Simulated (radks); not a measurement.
Question: The mean radii <r> (bohr) of the occupied orbitals of an atom or ion are listed with their occupations. Method: scalar-relativistic Kohn-Sham, PBE, spin-unpolarised, spherical densities, point nucleus; computed with a radial shooting solver on a logarithmic mesh with Libxc functionals.

| orbital | occ. | <r> |
|---|---|---|
| 1s | 2 | 0.02318 |
| 2s | 2 | 0.09897 |
| 2p | 6 | 0.08712 |
| 3s | 2 | 0.2606 |
| 3p | 6 | 0.2588 |
| 3d | 10 | 0.2363 |
| 4s | 2 | 0.5890 |
| 4p | 6 | 0.6218 |
| 4d | 10 | 0.6744 |
| 5s | 2 | 1.356 |
| 5p | 6 | 1.538 |
| 4f | 2 | 0.8368 |
| 5d | 2 | 2.059 |

Name the element and its charge.

Answer: Z = 61, promethium, charge +3: Pm3+ in [Xe] 4f2 5d2. The 1s radius gives Z: for a bare nucleus <r> = (2 gamma + 1)/(2Z) with gamma = sqrt(1 - (Z/c)^2), 0.02288 bohr for Z = 61, and screening makes it slightly larger (0.02318 here). The occupations add up to 58, and the charge is Z minus that.
